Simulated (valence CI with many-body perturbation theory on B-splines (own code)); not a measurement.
# E1 line list for Er XVIII

Calculated by valence CI with perturbative core correlation (CI+MBPT): five valence electrons over a frozen Dirac-Fock core [Kr] 4d10, a basis of 7 s, 7 p, 7 d, 7 f, 4 g, 2 h functions for each j, with the one-electron correlation potential Σ1 (screened to all orders), the two-electron term Σ2, the three-electron term Σ3, Breit, model QED; selected single and double excitations, second order for the rest, scaled by the run's own slope (own B-spline code, finite nucleus).

No measured spectrum was set against this ion. As an estimate, terms of the open shell hold to a few per cent of their energy, and close levels can change places. Among the levels kept, up to 1100 cm⁻¹ of a level comes from second order outside the variational space, and about a tenth of that is noise between levels of different J, which matters for small intervals.

Lines 51 to 100 of 298 in falling wavelength, among levels below 22.667 eV, chosen from the strongest by gf and those to the six lowest levels. Wavelengths and rates use the calculated energies, so an error of 2000 cm⁻¹ moves a line at 156.9 nm by 3.1 % and its rate by three times that or more. Electric multipoles are in the length gauge, E1 and E2 with the static RPA response of the core. Weak lines are less certain than strong ones. Lines between different terms over intervals too small for the method are left out, as are lines whose strength nearly cancels. Where a level lies close to another of its J and parity, the split of strength between their lines is uncertain. The highest levels of a list are the least certain.

Names give the largest LS component (configuration and term), which can be under half, so a name can repeat, a term be missing and a line seem to break the LS rules; names also repeat where a configuration has a term twice. Letters in brackets count levels of one name in rising energy.

| λ vac (nm) | Upper | Lower | A (s⁻¹) | S (a.u.) |
| --- | --- | --- | --- | --- |
| 156.9 | 4f⁴5s ⁶F_3/2 | 4f⁵ ²P°_1/2 [c] | 9.39e+00 | 7.16e-08 |
| 156.4 | 4f⁴5s ⁴I_9/2 | 4f⁵ ²H°_9/2 [d] | 1.32e+01 | 2.49e-07 |
| 155.9 | 4f⁴5s ⁶I_11/2 | 4f⁵ ²H°_11/2 [b] | 4.75e+00 | 1.07e-07 |
| 155.6 | 4f⁴5s ⁶I_9/2 | 4f⁵ ²G°_9/2 [a] | 7.34e+00 | 1.36e-07 |
| 155.6 | 4f⁴5s ⁶F_5/2 | 4f⁵ ²D°_3/2 [c] | 8.53e+00 | 9.51e-08 |
| 155.2 | 4f⁴5s ⁶S_5/2 | 4f⁵ ²D°_5/2 [d] | 1.04e+01 | 1.15e-07 |
| 154.6 | 4f⁴5s ⁶I_9/2 | 4f⁵ ²G°_7/2 [b] | 9.55e+00 | 1.74e-07 |
| 154.5 | 4f⁴5s ⁶I_7/2 | 4f⁵ ⁴G°_7/2 [c] | 1.22e+01 | 1.77e-07 |
| 153.2 | 4f⁴5s ⁶I_13/2 | 4f⁵ ⁴K°_15/2 [b] | 7.84e+00 | 1.95e-07 |
| 149.2 | 4f⁴5s ⁶I_7/2 | 4f⁵ ⁴G°_5/2 [c] | 6.34e+00 | 8.32e-08 |
| 147.3 | 4f⁴5s ⁶F_7/2 | 4f⁵ ⁴H°_7/2 [c] | 4.91e+00 | 6.19e-08 |
| 147.3 | 4f⁴5s ⁶I_9/2 | 4f⁵ ²I°_11/2 [b] | 4.14e+00 | 6.53e-08 |
| 147.3 | 4f⁴5s ⁶I_13/2 | 4f⁵ ⁴K°_13/2 [c] | 1.42e+01 | 3.14e-07 |
| 147.2 | 4f⁴5s ⁶I_15/2 | 4f⁵ ²K°_15/2 [a] | 9.95e+00 | 2.51e-07 |
| 146.0 | 4f⁴5s ⁴I_9/2 | 4f⁵ ²H°_9/2 [c] | 1.89e+01 | 2.91e-07 |
| 146.0 | 4f⁴5s ⁶I_9/2 | 4f⁵ ⁴G°_7/2 [c] | 2.89e+01 | 4.44e-07 |
| 146.0 | 4f⁴5s ⁶I_15/2 | 4f⁵ ⁴K°_17/2 [b] | 3.57e+00 | 8.76e-08 |
| 145.4 | 4f⁴5s ⁶F_7/2 | 4f⁵ ⁴D°_7/2 [a] | 9.57e+00 | 1.16e-07 |
| 145.2 | 4f⁴5s ⁶I_11/2 | 4f⁵ ²G°_9/2 [a] | 3.84e+00 | 6.97e-08 |
| 144.6 | 4f⁴5s ⁶F_1/2 | 4f⁵ ⁴D°_1/2 [a] | 3.87e+01 | 1.15e-07 |
| 143.7 | 4f⁴5s ⁶F_3/2 | 4f⁵ ⁴D°_1/2 [a] | 1.12e+01 | 6.56e-08 |
| 142.6 | 4f⁴5s ⁶S_5/2 | 4f⁵ ⁴D°_7/2 [a] | 2.28e+01 | 1.96e-07 |
| 142.4 | 4f⁴5s ⁶I_15/2 | 4f⁵ ⁴K°_15/2 [b] | 7.54e+01 | 1.72e-06 |
| 141.4 | 4f⁴5s ⁴I_11/2 | 4f⁵ ²K°_13/2 [c] | 2.63e+01 | 4.40e-07 |
| 140.9 | 4f⁴5s ⁴I_11/2 | 4f⁵ ²H°_9/2 [d] | 8.08e+00 | 1.34e-07 |
| 138.0 | 4f⁴5s ⁶I_11/2 | 4f⁵ ²I°_11/2 [b] | 1.90e+01 | 2.96e-07 |
| 137.8 | 4f⁴5s ⁶I_9/2 | 4f⁵ ²F°_7/2 [a] | 5.57e+00 | 7.19e-08 |
| 137.4 | 4f⁴5s ⁶I_11/2 | 4f⁵ ⁴G°_9/2 [b] | 1.12e+01 | 1.71e-07 |
| 137.4 | 4f⁴5s ⁶I_17/2 | 4f⁵ ²K°_15/2 [a] | 9.59e+00 | 2.21e-07 |
| 137.3 | 4f⁴5s ⁶I_15/2 | 4f⁵ ⁴K°_13/2 [c] | 2.35e+00 | 4.81e-08 |
| 137.2 | 4f⁴5s ⁶I_15/2 | 4f⁵ ²I°_13/2 [b] | 2.45e+00 | 4.99e-08 |
| 136.3 | 4f⁴5s ⁶I_17/2 | 4f⁵ ⁴K°_17/2 [b] | 1.38e+02 | 3.10e-06 |
| 136.0 | 4f⁴5s ⁴I_11/2 | 4f⁵ ²I°_11/2 [c] | 1.03e+01 | 1.53e-07 |
| 133.2 | 4f⁴5s ⁶I_17/2 | 4f⁵ ⁴K°_15/2 [b] | 7.38e+00 | 1.55e-07 |
| 133.0 | 4f⁴5s ⁴I_9/2 | 4f⁵ ⁴K°_11/2 [b] | 2.54e+02 | 2.95e-06 |
| 132.9 | 4f⁴5s ⁶I_13/2 | 4f⁵ ⁴G°_11/2 [d] | 4.23e+00 | 6.86e-08 |
| 130.6 | 4f⁴5s ⁶F_5/2 | 4f⁵ ²D°_3/2 [b] | 5.67e+01 | 3.74e-07 |
| 130.5 | 4f⁴5s ⁶I_13/2 | 4f⁵ ²I°_13/2 [a] | 1.44e+01 | 2.21e-07 |
| 130.3 | 4f⁴5s ⁴I_9/2 | 4f⁵ ⁴G°_11/2 [e] | 9.97e+00 | 1.09e-07 |
| 129.2 | 4f⁴5s ⁶I_13/2 | 4f⁵ ²I°_11/2 [b] | 6.93e+00 | 1.03e-07 |
| 128.6 | 4f⁴5s ⁴I_9/2 | 4f⁵ ²H°_11/2 [b] | 1.12e+02 | 1.18e-06 |
| 128.4 | 4f⁴5s ⁶I_11/2 | 4f⁵ ²I°_11/2 [a] | 4.40e+00 | 5.51e-08 |
| 128.0 | 4f⁴5s ⁴I_9/2 | 4f⁵ ⁴G°_9/2 [c] | 5.72e+00 | 5.92e-08 |
| 126.7 | 4f⁴5s ⁴I_11/2 | 4f⁵ ²I°_13/2 [c] | 5.89e+02 | 7.10e-06 |
| 126.4 | 4f⁴5s ⁶S_5/2 | 4f⁵ ²F°_7/2 [c] | 2.20e+01 | 1.31e-07 |
| 124.1 | 4f⁴5s ⁶F_3/2 | 4f⁵ ⁴P°_1/2 [b] | 5.81e+01 | 2.19e-07 |
| 123.9 | 4f⁴5s ⁶I_17/2 | 4f⁵ ²L°_17/2 [b] | 8.38e+00 | 1.42e-07 |
| 123.7 | 4f⁴5s ⁶I_7/2 | 4f⁵ ⁴I°_9/2 [b] | 9.92e+00 | 7.40e-08 |
| 123.6 | 4f⁴5s ⁶S_5/2 | 4f⁵ ²D°_3/2 [b] | 9.46e+00 | 5.29e-08 |
| 123.4 | 4f⁴5s ⁶I_13/2 | 4f⁵ ²K°_13/2 [b] | 1.98e+01 | 2.57e-07 |
